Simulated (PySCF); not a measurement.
The dipole of `N[Si](F)([SiH3])[SiH3]` from its density and from atomic charges.

Coordinates (GFN2-xTB, Å) and charges (e) from the PBE0/pcSseg-1 density (PySCF):

```json
{"atom": "N1", "x": "-0.381", "y": "1.885", "z": "0.227", "Mulliken": "-0.6286", "IAO": "-0.8500", "Hirshfeld": "-0.3210", "ESP-fitted": "-1.0093"}
{"atom": "Si2", "x": "-0.112", "y": "0.187", "z": "0.428", "Mulliken": "+0.7398", "IAO": "+0.9487", "Hirshfeld": "+0.3277", "ESP-fitted": "+0.6568"}
{"atom": "F3", "x": "-0.425", "y": "0.073", "z": "2.026", "Mulliken": "-0.4335", "IAO": "-0.5444", "Hirshfeld": "-0.2158", "ESP-fitted": "-0.2999"}
{"atom": "Si4", "x": "2.158", "y": "-0.164", "z": "0.137", "Mulliken": "+0.1488", "IAO": "+0.2514", "Hirshfeld": "+0.2103", "ESP-fitted": "+0.1509"}
{"atom": "Si5", "x": "-1.703", "y": "-1.197", "z": "-0.556", "Mulliken": "+0.1328", "IAO": "+0.2233", "Hirshfeld": "+0.1976", "ESP-fitted": "+0.0135"}
{"atom": "H6", "x": "-1.142", "y": "2.319", "z": "0.724", "Mulliken": "+0.1999", "IAO": "+0.2705", "Hirshfeld": "+0.1218", "ESP-fitted": "+0.3992"}
{"atom": "H7", "x": "-0.270", "y": "2.313", "z": "-0.675", "Mulliken": "+0.1937", "IAO": "+0.2643", "Hirshfeld": "+0.1171", "ESP-fitted": "+0.3811"}
{"atom": "H8", "x": "3.054", "y": "0.717", "z": "0.889", "Mulliken": "-0.0389", "IAO": "-0.0799", "Hirshfeld": "-0.0619", "ESP-fitted": "-0.0318"}
{"atom": "H9", "x": "2.522", "y": "-1.538", "z": "0.504", "Mulliken": "-0.0594", "IAO": "-0.0970", "Hirshfeld": "-0.0749", "ESP-fitted": "-0.0804"}
{"atom": "H10", "x": "2.518", "y": "-0.008", "z": "-1.279", "Mulliken": "-0.0723", "IAO": "-0.1021", "Hirshfeld": "-0.0786", "ESP-fitted": "-0.0718"}
{"atom": "H11", "x": "-1.521", "y": "-2.604", "z": "-0.188", "Mulliken": "-0.0586", "IAO": "-0.0956", "Hirshfeld": "-0.0742", "ESP-fitted": "-0.0395"}
{"atom": "H12", "x": "-3.096", "y": "-0.859", "z": "-0.233", "Mulliken": "-0.0507", "IAO": "-0.0859", "Hirshfeld": "-0.0679", "ESP-fitted": "-0.0156"}
{"atom": "H13", "x": "-1.605", "y": "-1.123", "z": "-2.021", "Mulliken": "-0.0730", "IAO": "-0.1033", "Hirshfeld": "-0.0803", "ESP-fitted": "-0.0533"}
```

Problem. Compute μ = Σ q r for each scheme (1 e·Å = 4.803 D) and compare with the dipole of the full density.

Solution. The full density gives (-0.51, 1.15, -1.76) D, 2.17 D in size; dipole vectors point from the negative to the positive end.

| scheme | μx | μy | μz | size (D) | share of the full size (%) | angle to the full dipole (°) |
| --- | --- | --- | --- | --- | --- | --- |
| Mulliken | 0.33 | -0.04 | -2.62 | 2.64 | 122 | 40 |
| IAO | 0.30 | -0.02 | -3.39 | 3.40 | 157 | 38 |
| Hirshfeld | 0.00 | 0.65 | -1.16 | 1.33 | 62 | 14 |
| ESP-fitted | -0.50 | 1.16 | -1.78 | 2.18 | 101 | 0 |

Problem. Which set comes closest?

Solution. Length of the difference vector: ESP-fitted 0.02 D, Hirshfeld 0.93 D, Mulliken 1.69 D, IAO 2.16 D. Closest: ESP-fitted. ESP charges are fitted to the potential around the molecule, whose slowest-falling term is the dipole's. 

Problem. What is left for the Hirshfeld atoms' own dipoles?

Solution. The Hirshfeld atoms' densities add up to the full density, so μ = Σ q r + Σ (atomic dipoles). The atomic dipoles sum to (-0.51, 1.15, -1.76) − (0.00, 0.65, -1.16) = (-0.51, 0.50, -0.60) D, 0.93 D in size.

Problem. With the origin at the mean of the coordinates, (0.000, 0.000, -0.001) Å, which are the largest single terms, by size, of the Mulliken dipole along the direction of the full one?

Solution. F3 +3.14, N1 -2.74, H7 +1.72, H6 +0.88, Si2 -0.79 D; all 13 atoms together +2.03 D. The single terms depend on the origin, their sum doesn't.

Problem. Give the size of the full dipole in other units.

Solution. 2.17 D = 0.852 au = 0.451 e·Å = 7.22 × 10⁻³⁰ C·m.

Isolated species at its GFN2-xTB geometry (one conformer only).

Shape of the structure used: `[NH2:1][Si:2]([F:3])([SiH3:4])[SiH3:5]`: H–N1–Si2–F3 -39°, H–N1–Si2–F3 180°.
